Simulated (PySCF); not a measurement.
# MTi anions for M along the halogens

PBE0 with triple-zeta basis sets in PySCF, for the lowest determinant that a PBE0 search found; no spin–orbit coupling. De refers to high-spin ground-configuration atoms (the charge goes to the atom of lower measured ionisation energy or higher electron affinity, which is not always the lowest computed limit). A positive dipole points towards Ti; it is taken about the centre of mass and depends on that origin.

```csv
M,basis,charged atom,state (unpaired electrons),Re (Å),ωe (cm⁻¹),De (eV),μ (D)
F,def2-TZVPPD,F−,"triplet (π ↑, δ ↑)",1.872,566,n/a,-2.78
Cl,def2-TZVPPD,Cl−,"triplet (π ↑, δ ↑)",2.360,319,n/a,-3.10
Br,def2-TZVPPD,Br−,"triplet (π ↑, δ ↑)",2.537,232,n/a,-5.09
```

The shortest bond is that of TiF⁻ (1.872 Å), the longest that of TiBr⁻ (2.537 Å).

Down a group the atoms grow and get heavier, so bonds lengthen and wavenumbers fall; this series shows no clear exception.

De is left out where the level can put another filling of the metal’s s and d shells below the measured ground configuration, by anything from nothing to about 1 eV. Spin–orbit coupling is left out. The highest Kohn–Sham level is positive in some of these anions. Much of that is self-interaction error, but it also means that the finite basis helps to hold the extra electron. The state is the lowest single determinant that the PBE0 search found; with open d or f shells the true ground state can be another one.
